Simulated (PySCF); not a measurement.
FeCl2, quintet: data card

These are results of UPBE/[Fe def2-TZVP, Cl def2-TZVP], no relativity, density fitting, PySCF, not measurements.

The structure is a minimum.

```xyz
3
charge 0 multiplicity 5, angstrom
Fe    0.0000    0.0000    0.0000
Cl    0.0000    0.0000    2.1230
Cl    0.0000    0.0000   -2.1230
```

- Point group: D∞h
- Bond lengths: Fe–Cl 2.123 Å (×2)
- Bond angles: Cl–Fe–Cl 180.0°
- Lowest empty level (β): -5.20 eV
- Highest occupied level (β): -5.69 eV
- Principal quadrupole moments (Buckingham, traceless) about the centre of mass: -8.94, 4.47, 4.47 D Å
- Heat capacity Cp at 298.15 K: 57.5 J/(mol K)
- Principal polarisabilities: 33.1, 33.1, 90.3 bohr³
- Dipole moment: 0.00 D
- Entropy at 298.15 K and 1 bar (electronic part: spin only): 295.0 J/(mol K)
- Spin squared ⟨S²⟩: 6.009
- Rotational symmetry number: 2
- Rotational constants: 0.05348 cm⁻¹
- Enthalpy at 298.15 K above 0 K: 14.35 kJ/mol
- Atomisation energy without zero-point energy: 868 kJ/mol
- Zero-point energy: 5.9 kJ/mol

Harmonic modes (masses in u: Fe 55.935, Cl 34.969):
```json
{"symmetry": "πu", "ω (cm⁻¹)": "76", "IR (km/mol, summed over degenerate members)": "23.1", "type": "bend"}
{"symmetry": "σg+", "ω (cm⁻¹)": "345", "IR (km/mol, summed over degenerate members)": "0.0", "type": "stretch"}
{"symmetry": "σu+", "ω (cm⁻¹)": "492", "IR (km/mol, summed over degenerate members)": "140", "type": "stretch"}
```

In D∞h the vibrations span πu + σg+ + σu+. The σg+ mode carries no infrared intensity, as symmetry demands. With a centre of inversion only u modes can be infrared active and only g modes Raman active.

Charges (e):
```tsv
atom	Mulliken	Löwdin	polar tensor	spin (Mulliken)	Mayer order to Fe1
Fe1	0.65	-0.11	1.11	3.65	–
Cl2,3	-0.33	0.06	-0.55	0.18	1.13
```

Mulliken populations on Fe1: s 6.49, p 12.31, d 6.55, f 0.00.

Outer orbital energies (eV). α occupied: -8.79, -8.55, -8.19, -8.19, -7.77, -7.52, -7.11, -7.11; empty: -1.62, 0.06, 0.06, 2.01. β occupied: -19.83, -9.99, -8.66, -8.35, -8.35, -7.97, -7.97, -5.69; empty: -5.20, -4.71, -4.71, -4.40.

Formally Fe is in oxidation state +2, d6, with 4 unpaired electrons (the high-spin count). The Mulliken spin on Fe is 3.65. The polar-tensor charge on Fe, 1.11, is far below the formal one.

Only a few start shapes were tried, so a lower isomer may exist. Other spin states or occupations of the open shell can lie lower.

The final relaxation and frequency run took 21 s on 4 threads of a shared Intel Xeon Platinum 8488C (Sapphire Rapids) host, with 119 basis functions and 6 gradients; the process peaked at 1 GiB. Launch command: `OMP_NUM_THREADS=4 python axn.py task.json out`.
